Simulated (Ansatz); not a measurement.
Consider the atomization: `N=C1[SiH2]N[AsH]1` → As• + C• + 5 H• + 2 N• + Si•.

Program: Ansatz. Geometries: PBE0-D4/def2-TZVP. ΔE: electronic, gas phase. CCSD(T)/CBS adds triple-zeta CCSD(T) − MP2 to the extrapolated MP2 energy (def2 sets, frozen cores). This one scheme is used for every species, atoms too. For atomizations the MP2-based limit and the directly extrapolated one differ by several kJ/mol either way, and by 10 to 25 for some Ge, Se and Sn compounds, so smaller differences from it don't rank the levels. Functionals use def2-TZVPP. No spin–orbit coupling; open shells (•) take unrestricted orbitals. Spin–orbit coupling would lower the free atoms: a little for C, Si. For As outer-core shells are correlated without core-valence functions, so the limit isn't a true one: a few kJ/mol of doubt a bond, and 10 to 20 or more in all where bonds break to atoms. Scalar relativity is left out up to krypton. Each species was taken in one conformer, which may not be the lowest.

```tsv
level	ΔE (eV)	difference from CCSD(T)/CBS
B97M-V	35.28	0.28
CAM-B3LYP-D4	35.33	0.33
BLYP	35.05	0.05
r2SCANh	34.56	-0.44
MP2/def2-SVP	32.09	-2.91
CCSD(T)/def2-SVP	31.76	-3.24
HF/def2-TZVPP	22.24	-12.76
SCS-MP2/def2-TZVPP	34.37	-0.63
MP2/def2-QZVPP	34.98	-0.02
CCSD/CBS(def2)	34.19	-0.81
CCSD(T)/CBS	35.00	0
```

Largest T1 diagnostic among the species: 0.014.

From PBE to PBE0 (25 % exact exchange), in def2-TZVPP and without D4, ΔE moves by −1.08 eV: exact exchange takes away binding that semilocal exchange gives to molecules. At CCSD(T), def2-SVP lies −3.24 eV from the extrapolated value and def2-TZVPP −1.27 eV: correlation converges slowly with the basis, and small sets miss more of it in the bonded molecule than in its fragments. In def2-TZVPP, CCSD(T) changes the Hartree–Fock value by +11.49 eV (the triples alone add +0.81 eV) and MP2 by +11.98 eV; breaking electron pairs costs correlation energy, which Hartree–Fock lacks.
